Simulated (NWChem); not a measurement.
System: C4H7Cl; SMILES ClCC1CC1

Here is an NWChem input.

```
start job
memory heap 200 mb stack 900 mb global 1100 mb
geometry units angstroms noautosym nocenter noautoz
  Cl    -0.347062     1.619696     0.000000
  C      1.056273     0.506820     0.000000
  C      0.675858    -0.950629     0.000000
  C     -0.507332    -1.478557     0.751135
  C     -0.507332    -1.478557    -0.751135
  H      1.648542     0.757271     0.891899
  H      1.648542     0.757271    -0.891899
  H      1.569647    -1.586355     0.000000
  H     -0.400163    -2.430062     1.278268
  H     -1.151560    -0.747844     1.247551
  H     -1.151560    -0.747844    -1.247551
  H     -0.400163    -2.430062    -1.278268
end
basis spherical
  * library pcsseg-1
end
dft
  xc bhlyp
  iterations 150
end
property
  shielding 8 1 2 3 4 6 8 9 10
end
task dft property
```

NWChem printed, in part:

```
             Northwest Computational Chemistry Package (NWChem) 7.3.0
             --------------------------------------------------------

                             Geometry "geometry" -> ""
                             -------------------------

 Output coordinates in angstroms (scale by  1.889725989 to convert to a.u.)

  No.       Tag          Charge          X              Y              Z
 ---- ---------------- ---------- -------------- -------------- --------------
    1 Cl                  17.0000    -0.34706200     1.61969600     0.00000000
    2 C                    6.0000     1.05627300     0.50682000     0.00000000
    3 C                    6.0000     0.67585800    -0.95062900     0.00000000
    4 C                    6.0000    -0.50733200    -1.47855700     0.75113500
    5 C                    6.0000    -0.50733200    -1.47855700    -0.75113500
    6 H                    1.0000     1.64854200     0.75727100     0.89189900
    7 H                    1.0000     1.64854200     0.75727100    -0.89189900
    8 H                    1.0000     1.56964700    -1.58635500     0.00000000
    9 H                    1.0000    -0.40016300    -2.43006200     1.27826800
   10 H                    1.0000    -1.15156000    -0.74784400     1.24755100
   11 H                    1.0000    -1.15156000    -0.74784400    -1.24755100
   12 H                    1.0000    -0.40016300    -2.43006200    -1.27826800

 Effective nuclear repulsion energy (a.u.)     220.2333707217

                              NWChem Property Module
                              ----------------------

  itol2e modified to match energy
  convergence criterion.

                                 NWChem DFT Module
                                 -----------------

 Summary of "ao basis" -> "ao basis" (spherical)
 ------------------------------------------------------------------------------
       Tag                 Description            Shells   Functions and Types
 ---------------- ------------------------------  ------  ---------------------
 Cl                         pcsseg-1                10       24   4s5p1d
 C                          pcsseg-1                 7       17   3s3p1d
 H                          pcsseg-1                 3        5   2s1p

  itol2e modified to match energy
  convergence criterion.

            General Information
            -------------------
          SCF calculation type: DFT
          Wavefunction type:  closed shell.
          No. of atoms     :    12
          No. of electrons :    48
           Alpha electrons :    24
            Beta electrons :    24
          Charge           :     0
          Spin multiplicity:     1
          Use of symmetry is: off; symmetry adaption is: off
          Maximum number of iterations: 150
          AO basis - number of functions:   127
                     number of shells:    59
          Convergence on energy requested:  1.00D-07
          Convergence on density requested:  1.00D-05
          Convergence on gradient requested:  5.00D-04

              XC Information
              --------------
                        BHLYP Method XC Functional
                     Hartree-Fock (Exact) Exchange  0.500
                        Slater Exchange Functional  0.500 local
                    Becke 1988 Exchange Functional  0.500 non-local
              Lee-Yang-Parr Correlation Functional  1.000

[...]

          -----------------------------------------
          Chemical Shielding Tensors (GIAO, in ppm)
          -----------------------------------------

                                NWChem CPHF Module
                                ------------------

  scftype          =     RHF
  nclosed          =       24
  nopen            =        0
  variables        =     2472
  # of vectors     =        3
  tolerance        = 0.10D-03
  level shift      = 0.00D+00
  max iterations   =       50
  max subspace     =       30

 SCF residual:    3.7358870107853624E-005

Iterative solution of linear equations
  No. of variables     2472
  No. of equations        3
  Maximum subspace       30
        Iterations       50
       Convergence  1.0D-04

   iter   nsub   residual    time
   ----  ------  --------  ---------
     1      3    5.57D-01     143.6
     2      6    3.96D-02     156.5
     3      9    5.42D-03     169.4
     4     12    8.79D-04     182.5
     5     15    9.32D-05     195.2

      Atom:    1  Cl
        Diamagnetic
   1147.9846     -5.8070      0.0000
     -5.8070   1149.8865     -0.0000
      0.0000     -0.0000   1141.6197

        Paramagnetic
   -148.4366   -113.2241      0.0000
   -113.2241   -180.8300      0.0000
      0.0000      0.0000   -295.5583

        Total Shielding Tensor
    999.5480   -119.0311      0.0000
   -119.0311    969.0565      0.0000
      0.0000      0.0000    846.0614

           isotropic =     938.2220
          anisotropy =     249.1257

          Principal Components and Axis System
                 1           2           3
             1104.3058    864.2987    846.0614

      1         0.7507      0.6607     -0.0000
      2        -0.6607      0.7507     -0.0000
      3         0.0000      0.0000      1.0000

      Atom:    2  C
        Diamagnetic
    245.7901     -4.8385     -0.0000
     -4.8385    257.3334      0.0000
     -0.0000      0.0000    235.0015

        Paramagnetic
    -91.7918     -8.2271     -0.0000
     -8.2271   -109.4122     -0.0000
     -0.0000     -0.0000   -133.1539

        Total Shielding Tensor
    153.9983    -13.0656     -0.0000
    -13.0656    147.9212     -0.0000
     -0.0000     -0.0000    101.8476

           isotropic =     134.5890
          anisotropy =      44.6775

          Principal Components and Axis System
                 1           2           3
              164.3740    137.5455    101.8476

      1         0.7831      0.6219      0.0000
      2        -0.6219      0.7831      0.0000
      3         0.0000     -0.0000      1.0000

      Atom:    3  C
        Diamagnetic
    247.1361      6.7922     -0.0000
      6.7922    254.4995     -0.0000
     -0.0000     -0.0000    245.4118

        Paramagnetic
    -96.3307    -32.5288     -0.0000
    -32.5288    -40.2918      0.0000
     -0.0000      0.0000    -88.5317

        Total Shielding Tensor
    150.8053    -25.7366     -0.0000
    -25.7366    214.2077     -0.0000
     -0.0000     -0.0000    156.8802

           isotropic =     173.9644
          anisotropy =      74.0627

          Principal Components and Axis System
                 1           2           3
              223.3395    156.8802    141.6735

      1        -0.3344     -0.0000      0.9424
      2         0.9424     -0.0000      0.3344
      3        -0.0000      1.0000      0.0000

      Atom:    4  C
        Diamagnetic
    248.1961      5.1480     -1.6157
      5.1480    243.9143     -1.9636
     -1.6157     -1.9636    248.2016

        Paramagnetic
    -71.6204    -18.4040      9.8397
    -18.4040    -32.7196      3.2374
      9.8397      3.2374    -83.9960

        Total Shielding Tensor
    176.5757    -13.2560      8.2240
    -13.2560    211.1947      1.2738
      8.2240      1.2738    164.2056

           isotropic =     183.9920
          anisotropy =      47.6049

          Principal Components and Axis System
                 1           2           3
              215.7286    177.2240    159.0235

      1        -0.3260      0.7958     -0.5103
      2         0.9450      0.2906     -0.1503
      3        -0.0287      0.5312      0.8468

      Atom:    5  H
        Diamagnetic
     30.4711      1.3836      8.1827
      1.3836     26.4003      2.9760
      8.1827      2.9760     29.6318

        Paramagnetic
      0.0254     -1.0116     -2.3428
     -1.0116      0.7354     -1.2750
     -2.3428     -1.2750     -4.1425

        Total Shielding Tensor
     30.4965      0.3720      5.8399
      0.3720     27.1357      1.7010
      5.8399      1.7010     25.4893

           isotropic =      27.7072
          anisotropy =      10.2785

          Principal Components and Axis System
                 1           2           3
               34.5595     27.1850     21.3771

      1         0.8142     -0.2561     -0.5211
      2         0.1681      0.9630     -0.2106
      3         0.5557      0.0839      0.8271

      Atom:    6  H
        Diamagnetic
     35.8541     -6.9730      0.0000
     -6.9730     31.7662     -0.0000
      0.0000     -0.0000     22.8088

        Paramagnetic
     -0.1555      0.3617     -0.0000
      0.3617      1.6405      0.0000
     -0.0000      0.0000      0.5093

        Total Shielding Tensor
     35.6986     -6.6113     -0.0000
     -6.6113     33.4067      0.0000
     -0.0000      0.0000     23.3181

           isotropic =      30.8078
          anisotropy =      15.6821

          Principal Components and Axis System
                 1           2           3
               41.2625     27.8428     23.3181

      1         0.7651      0.6439     -0.0000
      2        -0.6439      0.7651     -0.0000
      3        -0.0000      0.0000      1.0000

      Atom:    7  H
        Diamagnetic
     23.7107      0.3501     -0.6119
      0.3501     35.4402     -8.1141
     -0.6119     -8.1141     29.1764

        Paramagnetic
      1.8332     -0.8358      0.1500
     -0.8358      1.7360      0.8135
      0.1500      0.8135      1.4057

[...]
```

Level: BHandHLYP/pcSseg-1, GIAO. Geometry: optimised at PBE0/def2-SVP. No frequency run checked for a minimum. The output numbers the shielded atoms by their place in the input's list. The printed shielding anisotropy is the first printed principal value minus the mean of the other two.
